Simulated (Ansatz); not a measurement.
```yaml
crystal:
  periodic: [false, false, false]
  atoms:
    - {symbol: Be, position_ang: [2.322385, -0.362205, 0.612419]}
    - {symbol: Be, position_ang: [0.517792, 0.874504, 0.726658]}
    - {symbol: Be, position_ang: [-1.972051, 0.301795, -0.557807]}
    - {symbol: Be, position_ang: [-0.912265, -1.484606, 0.027354]}
    - {symbol: Be, position_ang: [-0.249244, -0.477169, -1.657485]}
    - {symbol: Be, position_ang: [-1.439563, 1.853340, 0.626699]}
    - {symbol: Be, position_ang: [-1.180908, -0.063413, 1.531348]}
    - {symbol: Be, position_ang: [1.200852, -1.604420, -0.524654]}
    - {symbol: Be, position_ang: [0.621360, -1.194512, 1.484851]}
    - {symbol: Be, position_ang: [-0.385051, 1.593644, -1.153197]}
    - {symbol: Be, position_ang: [1.476704, 0.563043, -1.116198]}
basis:
  gaussian: {orbitals: "6-31++G**"}
total_charge: -1
magnetization: {spin_polarized: false, initial_magnetization: 1}
hamiltonian: {xc: {name: revPBE0}}
scf: {omitted_lower_state_checks: [starts]}
```

```sh
$ ansatz run in.yaml --threads 4 --pin off --events-out ev --progress --plain --max-ram 4787MiB
```

It prints (some lines left out):

```
Functional definition: revPBE0
  name "revPBE0"
  cite "Zhang & Yang, Phys. Rev. Lett. 80, 890 (1998) doi:10.1103/PhysRevLett.80.890"
  cite "Adamo & Barone, J. Chem. Phys. 110, 6158 (1999) doi:10.1063/1.478522"
  cite "Perdew, Burke & Ernzerhof, Phys. Rev. Lett. 77, 3865 (1996) doi:10.1103/PhysRevLett.77.3865"
  parameter a = 0.25
  parameter kappa = 1.245
  parameter beta = 0.06672455060314922
  exchange = (1 - a)*pbe_x(kappa = kappa, mu = beta*pi^2/3) + a*exact_x
  correlation = pbe_c(beta = beta)
these checks for a lower state are left out or cut short: starts
1716 factors; their error is unknown
mean field evaluation 1: about -4408.9696 eV, gradient 2.5e1 eV
mean field evaluation 2: about -4400.9148 eV, gradient 4.8e1 eV
mean field evaluation 4: about -4411.5209 eV, gradient 7.8e0 eV
mean field evaluation 8: about -4411.8219 eV, gradient 8.3e-2 eV
mean field evaluation 16: about -4411.7342 eV, gradient 7.3e-3 eV
mean field -4411.73422779 eV, -162.1282424905 hartree, gradient 9.1e-6 eV, S^2 0.750000; 0 other end points of the search recorded, 0 dependent functions left out
reference -4411.73428362 eV, -162.1282445421 hartree; 23, 22 occupied and 186, 187 virtual orbitals, 1716 factors
Total energy: -4411.73428362 eV, -162.1282445421 hartree
Checks for a lower state left out: starts
```

Run time 11 s (4 threads of Arm Neoverse V1 on a shared host), peak host memory 0.77 GiB.

The 6-31G sets use Cartesian d functions.

With spin_polarized false and unpaired electrons the run is restricted open-shell.
